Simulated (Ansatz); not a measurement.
One change: `CC(C)(C)[O][AlH2]` becomes `CC(C)(C)C(N)=O`.

Ansatz, PBE0-D4/def2-TZVP geometries, multiplicity 1. Each molecule was computed in one conformer, which needn't be the lowest.

```csv
property,`CC(C)(C)[O][AlH2]`
size of the dipole moment (PBE/def2-TZVPP) / D,1.17
HOMO energy (PBE0/def2-TZVPP) / eV,-7.81
HOMO–LUMO gap (ωB97M-V/def2-TZVPP) / eV,10.77
HOMO–LUMO gap (B3LYP/def2-TZVPP) / eV,6.48
LUMO energy (B3LYP/def2-TZVPP) / eV,-1.12
HOMO energy (ωB97M-V/def2-TZVPP) / eV,-10.10
```

**Question.** Give the same properties after the change, and the shifts. (Estimate.)

**Answer.** Ansatz gave: 
| property | `CC(C)(C)C(N)=O` | shift |
| --- | --- | --- |
| size of the dipole moment (PBE/def2-TZVPP) / D | 3.47 | 2.30 |
| HOMO energy (PBE0/def2-TZVPP) / eV | -7.15 | 0.66 |
| HOMO–LUMO gap (ωB97M-V/def2-TZVPP) / eV | 11.68 | 0.91 |
| HOMO–LUMO gap (B3LYP/def2-TZVPP) / eV | 7.24 | 0.76 |
| LUMO energy (B3LYP/def2-TZVPP) / eV | 0.33 | 1.45 |
| HOMO energy (ωB97M-V/def2-TZVPP) / eV | -9.58 | 0.52 |

With PBE0 the HOMO rises by 0.66 eV and the LUMO rises by 1.58 eV, so the gap widens by about 0.92 eV. PBE moves the HOMO by 0.87 eV and ωB97M-V by 0.52 eV. Dipoles are sizes alone; their direction can turn.

B3LYP here is the variant with VWN-RPA as its local correlation; programs differ in this.
